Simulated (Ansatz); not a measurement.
CH5Cl3Si2 (`Cl[SiH2]C[SiH](Cl)Cl`). The species carries charge 0 and has multiplicity 1. The structure was optimised at the PBE0-D4/def2-TZVP level. It is one conformer, not always the lowest.

```xyz
11

Cl    1.751   -1.646    2.296
Si    1.186   -0.951    0.443
C    -0.437   -0.042    0.597
Si   -0.837    1.047   -0.843
Cl   -2.767    1.714   -0.727
Cl   -0.605   -0.013   -2.582
H     2.254   -0.041   -0.035
H     1.059   -2.117   -0.457
H    -1.243   -0.770    0.737
H    -0.406    0.592    1.491
H     0.045    2.228   -0.919
```

Question: What is the dipole moment at B3LYP/def2-TZVPP? (An estimate is asked.)

Answer: The calculation gave: 0.56 D, with components (0.03, 0.42, 0.37) D in this frame, pointing from negative to positive charge.

Question: And with PBE, r2SCAN, ωB97M-V? (Estimate.)

Answer: Computed: PBE 0.55 D, r2SCAN 0.57 D, ωB97M-V 0.57 D.

Question: Give the Mulliken charges with B3LYP, PBE, ωB97M-V in def2-TZVPP. (Best estimate.)

Answer: The calculation gave: 
```tsv
atom	B3LYP	PBE	ωB97M-V
Cl1	-0.25	-0.22	-0.22
Si2	0.42	0.35	0.32
C3	-0.32	-0.28	-0.42
Si4	0.54	0.45	0.45
Cl5	-0.23	-0.20	-0.19
Cl6	-0.23	-0.20	-0.19
H7	-0.06	-0.05	-0.01
H8	-0.05	-0.04	-0.01
H9	0.12	0.12	0.14
H10	0.11	0.12	0.14
H11	-0.06	-0.05	-0.01
```

B3LYP here is the variant with VWN-RPA as its local correlation; programs differ in this.
